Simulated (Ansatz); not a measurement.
Pulling on the C1–I2 bond in CH3I (SMILES CI) (multiplicity 1 held, fragments rigid). Energies count from the point at 2.156 Å.
Geometry at that point (charge 0, multiplicity 1):
```xyz
5

C     -1.8269    -0.0363    -0.0411
I      0.3286     0.0065     0.0074
H     -2.1203    -0.8439    -0.7016
H     -2.1705    -0.2081     0.9724
H     -2.1618     0.9240    -0.4159
```

R- and RO- levels are restricted; in cc, def2 and unpolarised 6-31G sets they are followed outwards from rest. U- levels take the lowest unrestricted solution at each point, which mixes spins at long bonds. Active spaces are followed from a long bond inwards. Curves can end on different states.

Frozen-core correlation. Filled d and f shells under p-block atoms count as core.

Run with Ansatz (Gaussian basis) for Hartree–Fock, density functionals and correlated methods. Values without a source in brackets are computed. In def2 rows elements past Kr take small-core potentials, without spin–orbit coupling.

Energies in kcal/mol.

| R (Å) | U-PBE/def2-TZVPP | R-B3LYP/def2-TZVPP | U-CCSD(T)/def2-TZVPP | FIC-MRCISD+Q on CASSCF(6,4)/def2-TZVPP |
|---|---|---|---|---|
| 1.725 | 58.9 | 60.1 | 60.6 | 60.7 |
| 1.941 | 10.2 | 10.6 | 10.1 | 10.2 |
| 2.156 | 0.0 | 0.0 | 0.0 | 0.0 |
| 2.372 | 5.8 | 5.6 | 6.4 | 6.3 |
| 2.588 | 17.3 | 17.1 | 19.3 | 18.1 |
| 2.911 | 36.0 | 36.3 | 40.5 | 36.2 |
| 3.235 | 52.0 | 53.1 | 55.7 | 49.9 |
| 3.774 | 64.8 | 73.2 | 64.4 | 61.3 |
| 4.313 | 69.2 | 85.2 | 66.3 | 64.8 |
| 4.960 | 71.1 | 93.0 | 67.0 | 65.9 |
| 5.822 | 72.0 | 97.7 | 67.2 | 66.2 |
| 6.901 | 72.2 | 100.2 | 67.3 | 66.3 |

Doubts at one or more of the structures used: a spin-contaminated determinant (U-PBE/def2-TZVPP, U-CCSD(T)/def2-TZVPP); a restricted determinant that unrestricted orbitals would lower (R-B3LYP/def2-TZVPP); T1 above 0.05 (U-CCSD(T)/def2-TZVPP); the program's own flag: other amplitudes (U-CCSD(T)/def2-TZVPP); active orbitals that take no part (FIC-MRCISD+Q on CASSCF(6,4)/def2-TZVPP).

Ansatz is an electronic-structure program.
